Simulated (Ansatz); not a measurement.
`N[SiH](O)[SiH3]` + `[OH][Ge]([OH])([SH])[Cl]` → `[OH][Ge]([OH])([SiH3])[Cl]` + `N[SiH](O)S`  (redistribution)

Program: Ansatz. Geometries: PBE0-D4/def2-TZVP. ΔE: electronic, gas phase. CBS: MP2 limit from def2 TZ/QZ plus the TZ coupled-cluster correction, frozen cores. Functionals use def2-TZVPP. For Ge outer-core shells are correlated without core-valence functions, which leaves a few kJ/mol of doubt a bond. Scalar relativity is left out up to krypton. Each species was taken in one conformer, which may not be the lowest.

`N[SiH](O)[SiH3]`:

```xyz
11

N     0.701    0.086   -1.611
Si    0.158   -0.632   -0.158
O     1.347   -1.063    0.908
Si   -1.154    0.869    1.064
H     0.722   -0.408   -2.486
H     1.133    0.992   -1.664
H    -0.589   -1.838   -0.617
H     2.026   -1.661    0.591
H    -2.428    1.132    0.339
H    -1.481    0.357    2.422
H    -0.435    2.166    1.211
```

`[OH][Ge]([OH])([SH])[Cl]`:

Z-matrix (Å, degrees):
```
Ge
O 1 1.749
S 1 2.209 2 113.2
O 1 1.749 2 101.9 3 121.9
Cl 1 2.150 2 110.6 3 -120.5
H 2 0.961 1 112.5 3 52.6
H 3 1.343 1 92.2 2 -122.8
H 4 0.961 1 112.5 2 -172.7
```

`[OH][Ge]([OH])([SiH3])[Cl]`:

Cartesian coordinates in Å:
```
O -0.285 -1.484 1.397
Ge -0.156 0.079 0.594
O 1.169 0.945 1.389
Si 0.074 -0.265 -1.748
Cl -1.922 1.271 1.016
H -0.154 -1.418 2.348
H 0.924 1.846 1.618
H -1.109 -1.020 -2.224
H 1.323 -1.024 -1.999
H 0.136 1.070 -2.391
```

`N[SiH](O)S`:

Cartesian coordinates in Å:
```
N 0.733 1.119 -0.517
Si -0.331 -0.020 0.152
O -0.208 -0.110 1.789
S 0.156 -1.978 -0.553
H 0.500 2.099 -0.519
H 1.728 0.965 -0.508
H -1.701 0.381 -0.249
H -0.743 -0.765 2.240
H -0.133 -1.692 -1.833
```

```json
{"level": "PBE-D4", "ΔE (kJ/mol)": "-46.7"}
{"level": "revPBE-D4", "ΔE (kJ/mol)": "-46.1"}
{"level": "r2SCAN0-D4", "ΔE (kJ/mol)": "-50.7"}
{"level": "CAM-B3LYP-D4", "ΔE (kJ/mol)": "-52.3"}
{"level": "ωB97M-V", "ΔE (kJ/mol)": "-54.0"}
{"level": "BLYP", "ΔE (kJ/mol)": "-50.7"}
{"level": "BHLYP", "ΔE (kJ/mol)": "-53.0"}
{"level": "HF/def2-SVP", "ΔE (kJ/mol)": "-50.6"}
```

Task: What does CCSD(T)/CBS give? (Best estimate.)

Result: Ansatz gave: -52.5 kJ/mol. The listed levels differ from it by 5.8, 6.4, 1.8, 0.2, -1.5, 1.8, -0.5, 1.9 kJ/mol.

Largest T1 diagnostic among the species: 0.012.

At CCSD(T), def2-SVP lies +12.5 kJ/mol from the extrapolated value and def2-TZVPP +4.5 kJ/mol. Leaving LDA and LC-ωPBE aside and taking each functional with its dispersion term where it has one, the values spread over 7.9 kJ/mol, from ωB97M-V to revPBE-D4.

CCSD(T)/CBS has its own doubt, a few kJ/mol and more with outer-core shells, so smaller differences from it don't rank the levels.
